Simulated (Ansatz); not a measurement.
Molecule: CaCl, charge 1, multiplicity 1. 
Geometry from a B3LYP-D3(BJ)/def2-TZVP (Ansatz, a quantum-chemistry and plane-wave program) optimisation:
SMILES: [Cl][Ca+]
```xyz
2

Ca     0.0000     0.0000    -1.0710
Cl     0.0000     0.0000     1.2600
```
Charge +1, spin multiplicity 1.

Basis-set convergence of Hartree-Fock and MP2 correlation energies (hartree) with Ansatz. Valence correlation only, unless marked. Spin-orbit coupling is left out. The frozen core is the preceding noble-gas configuration, with the filled d and f shells of earlier blocks. The outer core of K, Ca and their heavier congeners is not correlated, a term that matters for these elements. Non-relativistic.

| basis | functions | E(HF) | E(corr, MP2) |
|---|---|---|---|
| def2-SVPD | 54 | -1135.91146 | -0.15606 |
| def2-TZVPPD | 87 | -1136.14370 | -0.20386 |
| def2-QZVPPD | 149 | -1136.17196 | -0.22514 |

Extrapolating the two largest sets (X = 3 and 4) as X^-3: E(corr) = (64·(-0.22514) - 27·(-0.20386))/37 = -0.2407 Eh, an estimate of the basis-set limit. The largest set recovers 93.5 % of it, the smallest 64.8 %.
